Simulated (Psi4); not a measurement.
H₄AlClN₂ (SMILES [NH2][Al]([NH2])[Cl]), singlet, geometry from GFN2-xTB (such geometries of metal compounds can be far from the true shape). Base run: CCSD(T)/cc-pVDZ run with Psi4 1.11.

Here is a job for Psi4.
```
memory 2 GB

molecule mol {
0 1
  Al    0.268407    0.233130    0.082318
  Cl   -1.223141   -1.062386   -0.375125
  N     0.351054    1.803406   -0.744858
  H    -0.293547    2.134609   -1.449508
  H     1.054527    2.507788   -0.582227
  N     1.476398   -0.216133    1.305320
  H     2.249988    0.362420    1.595689
  H     1.500990   -1.085859    1.819819
}

set basis cc-pvdz
set reference rhf
set freeze_core true

energy('ccsd(t)')
print_variables()
```

Task: The base was run again with changes. Order these runs by total energy, lowest first: method = ccsd | method = mp3 | method = mp4.

Result: method = mp4 (ΔE vs base (mEh) 1.003), method = ccsd (ΔE vs base (mEh) 13.022), method = mp3 (ΔE vs base (mEh) 17.954)
